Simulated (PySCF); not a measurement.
The dipole of `N#C[Si@H]1C[Si@@H](C(=O)C[SiH3])C1` from its density and from atomic charges.

Coordinates (GFN2-xTB, Å) and charges (e) from the PBE0/pcSseg-1 density (PySCF):

```json
{"atom": "N1", "x": "-2.140", "y": "2.194", "z": "1.599", "Mulliken": "-0.2056", "IAO": "-0.1946", "Hirshfeld": "-0.1939", "ESP-fitted": "-0.3800"}
{"atom": "C2", "x": "-2.314", "y": "1.271", "z": "0.943", "Mulliken": "-0.2069", "IAO": "-0.1585", "Hirshfeld": "-0.0283", "ESP-fitted": "+0.1145"}
{"atom": "Si3", "x": "-2.571", "y": "-0.237", "z": "-0.130", "Mulliken": "+0.8856", "IAO": "+0.9001", "Hirshfeld": "+0.4113", "ESP-fitted": "+0.6313"}
{"atom": "C4", "x": "-1.518", "y": "-0.110", "z": "-1.726", "Mulliken": "-0.8465", "IAO": "-0.8296", "Hirshfeld": "-0.2501", "ESP-fitted": "-0.6565"}
{"atom": "Si5", "x": "-0.214", "y": "-1.353", "z": "-1.033", "Mulliken": "+0.8386", "IAO": "+0.8559", "Hirshfeld": "+0.3701", "ESP-fitted": "+0.5731"}
{"atom": "C6", "x": "1.391", "y": "-0.478", "z": "-0.455", "Mulliken": "-0.0164", "IAO": "+0.1453", "Hirshfeld": "+0.0837", "ESP-fitted": "+0.3486"}
{"atom": "O7", "x": "2.475", "y": "-0.947", "z": "-0.737", "Mulliken": "-0.3579", "IAO": "-0.3841", "Hirshfeld": "-0.1978", "ESP-fitted": "-0.4471"}
{"atom": "C8", "x": "1.305", "y": "0.775", "z": "0.351", "Mulliken": "-0.5473", "IAO": "-0.5932", "Hirshfeld": "-0.1699", "ESP-fitted": "-0.2966"}
{"atom": "Si9", "x": "3.070", "y": "1.192", "z": "0.948", "Mulliken": "+0.5207", "IAO": "+0.6111", "Hirshfeld": "+0.3039", "ESP-fitted": "+0.3212"}
{"atom": "C10", "x": "-1.421", "y": "-1.661", "z": "0.440", "Mulliken": "-0.8457", "IAO": "-0.8283", "Hirshfeld": "-0.2494", "ESP-fitted": "-0.6418"}
{"atom": "H11", "x": "-4.014", "y": "-0.454", "z": "-0.222", "Mulliken": "-0.0273", "IAO": "-0.0967", "Hirshfeld": "-0.0555", "ESP-fitted": "-0.1011"}
{"atom": "H12", "x": "-2.039", "y": "-0.500", "z": "-2.596", "Mulliken": "+0.1742", "IAO": "+0.1717", "Hirshfeld": "+0.0443", "ESP-fitted": "+0.1812"}
{"atom": "H13", "x": "-1.162", "y": "0.881", "z": "-1.996", "Mulliken": "+0.1787", "IAO": "+0.1678", "Hirshfeld": "+0.0404", "ESP-fitted": "+0.1393"}
{"atom": "H14", "x": "0.117", "y": "-2.505", "z": "-1.870", "Mulliken": "-0.0323", "IAO": "-0.1015", "Hirshfeld": "-0.0633", "ESP-fitted": "-0.1157"}
{"atom": "H15", "x": "0.585", "y": "0.649", "z": "1.160", "Mulliken": "+0.1897", "IAO": "+0.1659", "Hirshfeld": "+0.0473", "ESP-fitted": "+0.1288"}
{"atom": "H16", "x": "0.899", "y": "1.563", "z": "-0.285", "Mulliken": "+0.1800", "IAO": "+0.1742", "Hirshfeld": "+0.0557", "ESP-fitted": "+0.1241"}
{"atom": "H17", "x": "3.915", "y": "1.499", "z": "-0.201", "Mulliken": "-0.0706", "IAO": "-0.1092", "Hirshfeld": "-0.0750", "ESP-fitted": "-0.0605"}
{"atom": "H18", "x": "3.578", "y": "0.065", "z": "1.725", "Mulliken": "-0.0747", "IAO": "-0.1108", "Hirshfeld": "-0.0759", "ESP-fitted": "-0.0635"}
{"atom": "H19", "x": "2.959", "y": "2.379", "z": "1.803", "Mulliken": "-0.0910", "IAO": "-0.1261", "Hirshfeld": "-0.0830", "ESP-fitted": "-0.1146"}
{"atom": "H20", "x": "-1.006", "y": "-1.575", "z": "1.440", "Mulliken": "+0.1799", "IAO": "+0.1686", "Hirshfeld": "+0.0411", "ESP-fitted": "+0.1377"}
{"atom": "H21", "x": "-1.905", "y": "-2.632", "z": "0.387", "Mulliken": "+0.1748", "IAO": "+0.1720", "Hirshfeld": "+0.0446", "ESP-fitted": "+0.1777"}
```

Q: Form Σ q r in debye for every column and set it beside the full dipole.

A: The full density gives (-2.63, -2.27, -1.85) D, 3.94 D in size; dipole vectors point from the negative to the positive end.

| scheme | μx | μy | μz | size (D) | share of the full size (%) | angle to the full dipole (°) |
| --- | --- | --- | --- | --- | --- | --- |
| Mulliken | -2.82 | -2.50 | -1.77 | 4.16 | 106 | 3 |
| IAO | -2.57 | -2.01 | -1.54 | 3.60 | 91 | 4 |
| Hirshfeld | -1.76 | -2.03 | -1.58 | 3.11 | 79 | 8 |
| ESP-fitted | -2.61 | -2.27 | -1.84 | 3.92 | 99 | 0 |

Q: Which set comes closest?

A: Length of the difference vector: ESP-fitted 0.02 D, Mulliken 0.30 D, IAO 0.42 D, Hirshfeld 0.95 D. Closest: ESP-fitted. 

Q: What is left for the Hirshfeld atoms' own dipoles?

A: The shares of the density sum to the whole, so what Σ q r misses lies in dipoles about the nuclei. The atomic dipoles sum to (-2.63, -2.27, -1.85) − (-1.76, -2.03, -1.58) = (-0.87, -0.24, -0.27) D, 0.95 D in size.

Q: With the origin at the mean of the coordinates, (0.000, 0.001, -0.022) Å, which are the largest single terms, by size, of the Hirshfeld dipole along the direction of the full one?

A: Si9 -4.66, Si3 +3.76, Si5 +2.49, C4 -2.26, C10 -2.02 D; all 21 atoms together +3.08 D. The single terms depend on the origin, their sum doesn't.

Q: Give the size of the full dipole in other units.

A: 3.94 D = 1.550 au = 0.820 e·Å = 13.14 × 10⁻³⁰ C·m.

Geometry: GFN2-xTB, one conformer, isolated molecule.

Conformer computed: `[N:1]#[C:2][Si@H:3]1[CH2:4][Si@@H:5]([C:6](=[O:7])[CH2:8][SiH3:9])[CH2:10]1`: C4–Si5–C6–O7 -136°, Si5–C6–C8–Si9 172°.
